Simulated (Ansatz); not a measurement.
Process, species as SMILES: S(F)F → F atom + F[S] (F-S)
B3LYP-D3(BJ)/def2-TZVP geometries, fixed; electronic energies without zero-point terms.
Largest species:
```
S
F 1 1.6052
F 1 1.6052 2 98.75
```
Charge 0, spin multiplicity 1.

Effect of a fitting basis named in the input at PBE0/aug-cc-pV(Q+d)Z with Ansatz (a first-principles code), against the last row, where the bond dissociation energy is 89.22 kcal/mol. Open shells are unrestricted. The default fits or decomposes integrals by the program's own choice; accuracy: high also tightens integrals, grids and stops.

```
setting                        largest shift of a total energy (mEh)  shift of the bond dissociation energy (kcal/mol)
-----------------------------  -------------------------------------  ------------------------------------------------
fitting: def2-SV(P)-JKFIT                                     -0.022                                            -0.007
fitting: def2-universal-JKFIT                                 -0.022                                            -0.007
fitting: cc-pVTZ-JKFIT                                         0.021                                            -0.016
fitting: cc-pVQZ-JKFIT                                        -0.009                                            -0.014
fitting: cc-pV5Z-JKFIT                                        -0.010                                            -0.012
accuracy: high                                                -0.019                                             0.000
accuracy: medium (default)                                     0.000                                             0.000
```

Within 0.02 kcal/mol in the bond dissociation energy: fitting: def2-SV(P)-JKFIT; fitting: def2-universal-JKFIT; fitting: cc-pVTZ-JKFIT; fitting: cc-pVQZ-JKFIT; fitting: cc-pV5Z-JKFIT; accuracy: high. The largest shift is 0.022 mEh in a total energy and 0.016 kcal/mol in the difference.
